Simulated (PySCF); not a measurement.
Cl₂Ga (SMILES [Cl][Ga+][Cl]), charge +1, singlet, at a GFN2-xTB geometry (such geometries of metal compounds can be far from the true shape), with bond 2-1 at 3.0 times its length; PBE/6-31G (PySCF).

Here is a job for PySCF.
```python
from pyscf import gto, scf, dft

mol = gto.Mole()
mol.atom = '''
    Ga    0.00000000    0.00000000    0.00000000
    Cl    0.00000000    0.00000000    6.21058422
    Cl   -0.00000000   -0.00000000   -2.07019474
'''
mol.basis = '6-31g'
mol.charge = 1
mol.verbose = 4
mol.build()

mf = dft.RKS(mol)
mf.xc = 'pbe'
mf.kernel()
mo_i, mo_e, stable_i, stable_e = mf.stability(internal=True, external=True, return_status=True, nroots=6, tol=1e-6)
print('internally stable:', stable_i, ' externally stable:', stable_e)
if not stable_e:
    umf = mf.to_uhf() if not hasattr(mf, 'xc') else mf.to_uks()
    umf.scf_summary = {}
    umf.kernel(umf.make_rdm1(mo_e, umf.mo_occ))
```

It wrote (shortened):

```
PySCF version 2.14.0

[INPUT] verbose = 4
[INPUT] num. atoms = 3
[INPUT] num. electrons = 64
[INPUT] charge = 1
[INPUT] spin (= nelec alpha-beta = 2S) = 0
[INPUT] symmetry False subgroup None
[INPUT] Mole.unit = angstrom
[INPUT] Symbol           X                Y                Z      unit          X                Y                Z       unit  Magmom
[...]
nuclear repulsion = 198.081964193422
number of shells = 25
number of NR pGTOs = 182
number of NR cGTOs = 53
basis = 6-31g
ecp = {}

******** <class 'pyscf.dft.rks.RKS'> ********
method = RKS
initial guess = minao
damping factor = 0
level_shift factor = 0
DIIS = <class 'pyscf.scf.diis.CDIIS'>
diis_start_cycle = 1
diis_space = 8
diis_damp = 0
SCF conv_tol = 1e-09
SCF conv_tol_grad = None
SCF max_cycles = 50
direct_scf = True
direct_scf_tol = 1e-13
XC library pyscf.dft.libxc version 7.1.2
    S. Lehtola, C. Steigemann, M. J. T. Oliveira, and M. A. L. Marques,  SoftwareX 7, 1–5 (2018)
XC functionals = pbe
    J. P. Perdew, K. Burke, and M. Ernzerhof,  Phys. Rev. Lett. 77, 3865 (1996)
    J. P. Perdew, K. Burke, and M. Ernzerhof,  Phys. Rev. Lett. 78, 1396 (1997)
    J. P. Perdew, K. Burke, and M. Ernzerhof,  Phys. Rev. Lett. 77, 3865 (1996)
    J. P. Perdew, K. Burke, and M. Ernzerhof,  Phys. Rev. Lett. 78, 1396 (1997)
radial grids:
    Treutler-Ahlrichs [JCP 102, 346 (1995); DOI:10.1063/1.469408] (M4) radial grids

becke partition: Becke, JCP 88, 2547 (1988); DOI:10.1063/1.454033
pruning grids: <function nwchem_prune>
grids dens level: 3
symmetrized grids: False
atomic radii adjust function: <function treutler_atomic_radii_adjust>
small_rho_cutoff = 0
Set gradient conv threshold to 3.16228e-05
Initial guess from minao.
tot grids = 58664
init E= -2843.71567968675
cycle= 1 E= -2843.26287376791  delta_E= 0.453  |g|= 0.586  |ddm|= 2.23

cycle= 2 E= -2832.72681926036  delta_E= 10.5  |g|=  4.3  |ddm|= 6.75
cycle= 3 E= -2835.62050888648  delta_E= -2.89  |g|= 1.67  |ddm|= 3.04

cycle= 4 E= -2842.63766518559  delta_E= -7.02  |g|= 1.09  |ddm|= 5.04

cycle= 5 E= -2843.54269918704  delta_E= -0.905  |g|= 0.375  |ddm|= 2.33
cycle= 6 E= -2843.56371390861  delta_E= -0.021  |g|= 0.292  |ddm|= 2.31
cycle= 7 E= -2843.33048642215  delta_E= 0.233  |g|= 0.543  |ddm|= 2.79
cycle= 8 E= -2843.57241260801  delta_E= -0.242  |g|= 0.275  |ddm|= 2.72
cycle= 9 E= -2843.33245362046  delta_E= 0.24  |g|= 0.534  |ddm|= 2.74
cycle= 10 E= -2843.33256969349  delta_E= -0.000116  |g|= 0.533  |ddm|= 0.0129
cycle= 11 E= -2843.3322907208  delta_E= 0.000279  |g|= 0.534  |ddm|= 0.00443
cycle= 12 E= -2843.31579799911  delta_E= 0.0165  |g|= 0.571  |ddm|= 0.123
cycle= 13 E= -2843.55239373738  delta_E= -0.237  |g|= 0.341  |ddm|= 2.87
cycle= 14 E= -2843.55155685117  delta_E= 0.000837  |g|= 0.344  |ddm|= 0.00945
cycle= 15 E= -2843.54600297126  delta_E= 0.00555  |g|= 0.363  |ddm|= 2.28

cycle= 16 E= -2843.55355884539  delta_E= -0.00756  |g|= 0.335  |ddm|= 1.87
cycle= 17 E= -2843.54339122871  delta_E= 0.0102  |g|= 0.369  |ddm|= 2.27
cycle= 18 E= -2843.56058433505  delta_E= -0.0172  |g|= 0.309  |ddm|= 2.29
cycle= 19 E= -2843.2957141655  delta_E= 0.265  |g|= 0.616  |ddm|= 2.83
cycle= 20 E= -2843.26139705053  delta_E= 0.0343  |g|= 0.685  |ddm|= 0.143
cycle= 21 E= -2843.56368837089  delta_E= -0.302  |g|= 0.296  |ddm|= 2.86
cycle= 22 E= -2843.30636328769  delta_E= 0.257  |g|= 0.594  |ddm|= 2.81
cycle= 23 E= -2843.56623166054  delta_E= -0.26  |g|= 0.279  |ddm|= 2.78
cycle= 24 E= -2843.56785179556  delta_E= -0.00162  |g|= 0.274  |ddm|= 2.31
cycle= 25 E= -2843.28173655917  delta_E= 0.286  |g|= 0.649  |ddm|= 2.79
cycle= 26 E= -2843.55623881837  delta_E= -0.275  |g|= 0.32  |ddm|= 2.84

cycle= 27 E= -2841.00601884616  delta_E= 2.55  |g|= 0.971  |ddm|= 2.75
cycle= 28 E= -2843.33033573768  delta_E= -2.32  |g|= 0.541  |ddm|=    4
cycle= 29 E= -2843.32844258245  delta_E= 0.00189  |g|= 0.545  |ddm|= 0.0896
cycle= 30 E= -2843.5554393985  delta_E= -0.227  |g|= 0.333  |ddm|= 2.79
[...]
SCF not converged.
<class 'pyscf.dft.rks.RKS'> wavefunction has an internal instability
<class 'pyscf.dft.rks.RKS'> wavefunction has an real -> complex instability
<class 'pyscf.dft.rks.RKS'> wavefunction has an RHF/RKS -> UHF/UKS instability
internally stable: False  externally stable: False
[...]

becke partition: Becke, JCP 88, 2547 (1988); DOI:10.1063/1.454033
pruning grids: <function nwchem_prune>
grids dens level: 3
symmetrized grids: False
atomic radii adjust function: <function treutler_atomic_radii_adjust>
small_rho_cutoff = 0
Set gradient conv threshold to 3.16228e-05
init E= -2843.70774640701
cycle= 1 E= -2836.02262910935  delta_E= 7.69  |g|= 1.05  |ddm|=  3.3
cycle= 2 E= -2759.82324206127  delta_E= 76.2  |g|=  4.8  |ddm|= 12.8
cycle= 3 E= -2811.91406842323  delta_E= -52.1  |g|= 1.26  |ddm|= 5.06
cycle= 4 E= -2834.15987064094  delta_E= -22.2  |g|= 1.82  |ddm|= 12.5
cycle= 5 E= -2823.58363745813  delta_E= 10.6  |g|= 2.09  |ddm|= 7.71
cycle= 6 E= -2833.80475548016  delta_E= -10.2  |g|= 1.82  |ddm|= 7.56
cycle= 7 E= -2825.01251758624  delta_E= 8.79  |g|= 2.04  |ddm|= 5.37
cycle= 8 E= -2834.02753214606  delta_E= -9.02  |g|= 1.88  |ddm|=  5.2
cycle= 9 E= -2824.73683083732  delta_E= 9.29  |g|= 2.09  |ddm|= 6.14
cycle= 10 E= -2823.35200415237  delta_E= 1.38  |g|= 2.26  |ddm|= 5.36
cycle= 11 E= -2822.72348379791  delta_E= 0.629  |g|= 1.79  |ddm|= 4.01
cycle= 12 E= -2762.902888593  delta_E= 59.8  |g|= 7.17  |ddm|= 17.3
cycle= 13 E= -2811.82520103623  delta_E= -48.9  |g|= 1.06  |ddm|= 7.21
cycle= 14 E= -2824.36725187205  delta_E= -12.5  |g|=  1.8  |ddm|= 15.1
cycle= 15 E= -2824.29741251436  delta_E= 0.0698  |g|= 1.82  |ddm|= 0.358
cycle= 16 E= -2824.02343212386  delta_E= 0.274  |g|= 1.83  |ddm|= 1.55
cycle= 17 E= -2824.22137037697  delta_E= -0.198  |g|= 1.81  |ddm|= 0.968
cycle= 18 E= -2825.16272600978  delta_E= -0.941  |g|= 1.71  |ddm|= 3.71
cycle= 19 E= -2824.73688277113  delta_E= 0.426  |g|= 1.79  |ddm|= 2.34
cycle= 20 E= -2824.18994838681  delta_E= 0.547  |g|= 1.84  |ddm|= 1.84
cycle= 21 E= -2823.96661787442  delta_E= 0.223  |g|=  1.8  |ddm|= 0.825
cycle= 22 E= -2753.89305795873  delta_E= 70.1  |g|= 5.52  |ddm|= 17.8
cycle= 23 E= -2811.70796264192  delta_E= -57.8  |g|= 1.44  |ddm|= 10.5
cycle= 24 E= -2823.90240437306  delta_E= -12.2  |g|= 1.84  |ddm|= 15.7
cycle= 25 E= -2823.76086523036  delta_E= 0.142  |g|= 1.85  |ddm|= 0.487
cycle= 26 E= -2824.04249299774  delta_E= -0.282  |g|= 1.83  |ddm|= 0.72
cycle= 27 E= -2823.99051607363  delta_E= 0.052  |g|= 1.83  |ddm|= 0.334
cycle= 28 E= -2823.850957981  delta_E= 0.14  |g|= 1.85  |ddm|= 0.479
cycle= 29 E= -2823.86050533422  delta_E= -0.00955  |g|= 1.84  |ddm|= 0.231
cycle= 30 E= -2823.94056290613  delta_E= -0.0801  |g|= 1.87  |ddm|= 0.767
cycle= 31 E= -2825.57489870663  delta_E= -1.63  |g|=  1.6  |ddm|=  5.4
cycle= 32 E= -2758.3858200074  delta_E= 67.2  |g|= 7.03  |ddm|=   16

cycle= 33 E= -2805.26077478497  delta_E= -46.9  |g|= 1.75  |ddm|= 8.36

cycle= 34 E= -2834.14445592854  delta_E= -28.9  |g|= 1.86  |ddm|= 12.9
cycle= 35 E= -2834.45976870475  delta_E= -0.315  |g|= 1.75  |ddm|= 0.54
cycle= 36 E= -2834.54923951667  delta_E= -0.0895  |g|= 1.75  |ddm|= 0.189
cycle= 37 E= -2825.13595908086  delta_E= 9.41  |g|= 1.97  |ddm|=  5.5
cycle= 38 E= -2834.54832021134  delta_E= -9.41  |g|= 1.73  |ddm|= 5.49
cycle= 39 E= -2834.30680412853  delta_E= 0.242  |g|= 1.72  |ddm|= 1.63
cycle= 40 E= -2824.96341581501  delta_E= 9.34  |g|= 1.94  |ddm|= 5.73
cycle= 41 E= -2825.16030768727  delta_E= -0.197  |g|= 1.96  |ddm|= 1.01
cycle= 42 E= -2756.12635352111  delta_E=   69  |g|=  5.1  |ddm|= 15.2
cycle= 43 E= -2811.70003446534  delta_E= -55.6  |g|= 1.51  |ddm|= 7.09
cycle= 44 E= -2824.36908434474  delta_E= -12.7  |g|= 1.98  |ddm|= 14.5
cycle= 45 E= -2824.64333196076  delta_E= -0.274  |g|= 1.98  |ddm|=  2.6
cycle= 46 E= -2824.69224700259  delta_E= -0.0489  |g|= 1.93  |ddm|= 1.09
cycle= 47 E= -2824.71272702171  delta_E= -0.0205  |g|= 1.99  |ddm|= 1.44
cycle= 48 E= -2824.2396472643  delta_E= 0.473  |g|= 2.03  |ddm|= 4.61
cycle= 49 E= -2824.22516671901  delta_E= 0.0145  |g|= 2.05  |ddm|= 0.805
cycle= 50 E= -2823.84787148248  delta_E= 0.377  |g|= 2.09  |ddm|= 2.46
SCF not converged.
SCF energy = -2823.84787148248 after 50 cycles  <S^2> = 0.0013689407  2S+1 = 1.0027341
```

The run did not converge; its last values are not results.
